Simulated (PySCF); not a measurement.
## Curvature of the energy in the electron number along the 3d series

Calculated with PySCF 2.14, in aug-cc-pVDZ, non-relativistic, aug-cc-pVDZ-PP with ECP10MDF, ECP: one orbital is emptied in steps, and each cell gives the departure of E from the straight line at half an electron, in eV (from a cubic fit). The exact functional gives zero.

| species | orbital | LDA | PBE | r2SCAN | PBE0 | BHandHLYP | LC-wPBE | UHF |
| --- | --- | --- | --- | --- | --- | --- | --- | --- |
| Ti | 4s beta | -0.66 | -0.63 | -0.50 | -0.45 | -0.36 | 0.03 | 0.04 |
| Cr | 4s alpha | -0.73 | -0.73 | -0.65 | -0.52 | -0.34 | 0.02 | 0.03 |
| Mn | 4s beta | -0.73 | -0.69 | -0.54 | -0.49 | -0.41 | 0.02 | 0.04 |
| Cu | 4s alpha | -0.87 | -0.86 | -0.76 | -0.61 | -0.42 | -0.01 | 0.03 |
| Zn | 4s beta | -0.94 | -0.92 | -0.80 | -0.66 | -0.47 | -0.02 | 0.06 |

Problem. How does the mean departure depend on the functional?

Solution. LDA -0.79 eV; PBE -0.77 eV; r2SCAN -0.65 eV; PBE0 -0.55 eV; BHandHLYP -0.40 eV; LC-wPBE 0.01 eV; UHF 0.04 eV. Semilocal functionals are convex (delocalisation error), Hartree-Fock is concave or straight, and exact exchange removes curvature roughly in proportion to its share, so among the functionals the range-separated hybrids usually come closest to zero.
